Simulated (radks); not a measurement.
The numbers below are computed, except where a source is named.
Problem. These are the eigenvalues of the occupied orbitals of an atom or ion with whole-number occupations (hartree). Code: a radial shooting solver on a logarithmic mesh with Libxc functionals. Model: Dirac Kohn-Sham, BLYP, spin-unpolarised, spherical densities, finite nucleus; Fermi nuclear charge, rms radius of each element as measured or else 0.836 A^(1/3) + 0.57 fm.

1s1/2: -1969.629
2s1/2: -327.8126
2p1/2: -311.8161
2p3/2: -282.3986
3s1/2: -72.94395
3p1/2: -65.95679
3p3/2: -59.84863
3d3/2: -47.82203
3d5/2: -46.48802
4s1/2: -14.40989
4p1/2: -11.65327
4p3/2: -10.28700
4d3/2: -5.74518
4d5/2: -5.49787
5s1/2: -1.78434
5p1/2: -1.04406
5p3/2: -0.87204
6s1/2: -0.13322
4f5/2: -0.11980
4f7/2: -0.08768

Which element is it, and in what charge state? The configuration may be excited. Open shells, if any, fill j = l - 1/2 first.

Solution. Z = 66, dysprosium, charge 0: Dy in [Xe] 4f10 6s2. The list shows which subshells hold electrons but not how many an open one holds; the 1s level, -1969.6 hartree, gives Z - s = 62.8 by -(Z - s)^2/2, which with screening and relativity narrows Z to a few neighbours, and the depths of the outer levels then fix element, charge and occupations together.
